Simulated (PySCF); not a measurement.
Species: 4-bromobenzotrifluoride, C₇H₄BrF₃.
Atom-mapped SMILES: `[F:1][C:2]([F:3])([F:4])[c:5]1[cH:6][cH:7][c:8]([Br:9])[cH:10][cH:11]1` (hydrogens: H12 on C6; H13 on C7; H14 on C10; H15 on C11)

Method: PBE0-D3(BJ)/def2-SVP geometry optimisation, gas phase (PySCF 2.14.0); density fitting, grid level 2; the optimiser is geomeTRIC in internal coordinates, started from a GFN2-xTB structure.

Step 0: E = -85477.5259 eV
```
atom  x, y, z in Å  |  force x, y, z in eV/Å
F1      2.7538   -0.0022    1.1682   -0.284   0.025  -0.229
C2      2.2191    0.2098   -0.0506    0.780   0.049   0.164
F3      2.6183    1.4341   -0.4256   -0.292  -0.119   0.060
F4      2.8153   -0.6594   -0.8783   -0.320   0.012   0.075
C5      0.7226    0.0706   -0.0366    0.587   0.060  -0.060
C6      0.1376   -1.1504   -0.3461    0.022   0.234   0.056
C7     -1.2382   -1.2800   -0.3072   -0.056  -0.015   0.017
C8     -2.0123   -0.1856    0.0450   -0.658  -0.075   0.019
Br9    -3.9016   -0.3618    0.0927    0.253   0.028  -0.004
C10    -1.4354    1.0344    0.3623   -0.042   0.005   0.025
C11    -0.0596    1.1614    0.3222    0.044  -0.224  -0.077
H12     0.7540   -1.9922   -0.6204    0.270  -0.351  -0.139
H13    -1.7045   -2.2221   -0.5491   -0.220  -0.391  -0.102
H14    -2.0539    1.8745    0.6365   -0.281   0.348   0.110
H15     0.4054    2.1048    0.5629    0.198   0.415   0.083
```

Step 1: E = -85477.5569 eV
```
atom  x, y, z in Å  |  force x, y, z in eV/Å
F1      2.7619   -0.2148    1.1128    0.086   0.018   0.036
C2      2.2381    0.2063   -0.0413   -0.318  -0.112  -0.107
F3      2.6332    1.4650   -0.2292    0.098   0.031   0.006
F4      2.7671   -0.5457   -1.0125    0.125   0.061   0.033
C5      0.7374    0.0885   -0.0358   -0.001   0.012   0.036
C6      0.1491   -1.1445   -0.3176    0.049  -0.070   0.016
C7     -1.2325   -1.2909   -0.2729   -0.025  -0.045  -0.016
C8     -2.0243   -0.1892    0.0493    0.075   0.044   0.015
Br9    -3.8935   -0.3748    0.1091   -0.082  -0.011  -0.001
C10    -1.4474    1.0498    0.3268   -0.084   0.009   0.010
C11    -0.0639    1.1828    0.2864    0.081   0.083  -0.020
H12     0.7789   -1.9996   -0.5746   -0.031   0.019  -0.007
H13    -1.6965   -2.2550   -0.4896    0.011   0.025  -0.001
H14    -2.0810    1.9051    0.5699    0.022  -0.019   0.001
H15     0.3938    2.1529    0.4952   -0.005  -0.045  -0.002
```

**Question.** Estimate the geometry and energy of step 2. (The exact step hangs on the optimiser's Hessian estimate; all steps are aligned on step 1, rigid shifts and turns removed.)

**Answer.** E = -85477.5588 eV, largest force 0.098 eV/Å
```
atom  x, y, z in Å  |  force x, y, z in eV/Å
F1      2.7650   -0.2003    1.1154   -0.023  -0.048   0.079
C2      2.2363    0.2089   -0.0419    0.035  -0.054  -0.047
F3      2.6280    1.4706   -0.2244   -0.029   0.091  -0.022
F4      2.7965   -0.5303   -1.0052   -0.061  -0.015  -0.006
C5      0.7369    0.0795   -0.0406    0.003   0.011  -0.003
C6      0.1448   -1.1536   -0.3192    0.035   0.017   0.005
C7     -1.2382   -1.2916   -0.2731   -0.007  -0.025  -0.003
C8     -2.0267   -0.1877    0.0521    0.012   0.013   0.002
Br9    -3.9002   -0.3725    0.1138    0.010   0.004   0.000
C10    -1.4471    1.0503    0.3279   -0.008  -0.046  -0.012
C11    -0.0621    1.1765    0.2796    0.026   0.058   0.013
H12     0.7683   -2.0111   -0.5798   -0.002  -0.004  -0.003
H13    -1.7064   -2.2525   -0.4913   -0.001  -0.001  -0.002
H14    -2.0755    1.9072    0.5750    0.007   0.001   0.001
H15     0.4009    2.1428    0.4877    0.004  -0.003  -0.001
```

The energy changes by -0.0019 eV. The first-order estimate −F·Δx gives -0.0066 eV and the mean of the old and new forces, exact on a quadratic surface, -0.0019 eV. The step makes an angle of 74° with the force vector and moves no atom by more than 0.034 Å.

The cost below is that of the whole optimisation. Time: 4.1 min wall; peak memory 0.99 GiB. Hardware: Intel Xeon Platinum 8259CL at 2.50 GHz, one thread, shared host with 48 logical CPUs at a one-minute load of 36.
